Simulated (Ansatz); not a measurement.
Gas-phase reaction in SMILES: BrB(Br)Br [tribromoborane] + 3 [H][H] (H2) → B (BH3) + 3 Br (HBr)
Each molecule is optimised on its own at B3LYP-D3(BJ)/def2-TZVP (Ansatz, a program for electronic structure).
Geometry of the first species:
SMILES: BrB(Br)Br
```xyz
4

B      0.0000     0.0000     0.0000
Br     1.6561    -0.9245     0.2018
Br    -1.5101    -0.8993    -0.7409
Br    -0.1460     1.8237     0.5390
```
Charge 0, spin multiplicity 1.

Property: energy of full hydrogenation (electronic energy difference), in kcal/mol. Cores are frozen in the correlated levels unless marked. Spin-orbit coupling is left out. Frozen are the shells of the preceding noble gas and the d and f shells that filled before the atom's block. Non-relativistic. CBS marks a two-point X^-3 extrapolation of the correlation energy; Hartree-Fock from the larger set.

| level | program | energy of full hydrogenation (kcal/mol) |
|---|---|---|
| HF/cc-pVDZ | Ansatz | 21.6 |
| HF/cc-pVTZ | Ansatz | 23.0 |

Q: Predict the CCSD(T)/CBS(aug-cc-pVTZ,aug-cc-pVQZ) result (Ansatz).

A: 42.3 kcal/mol
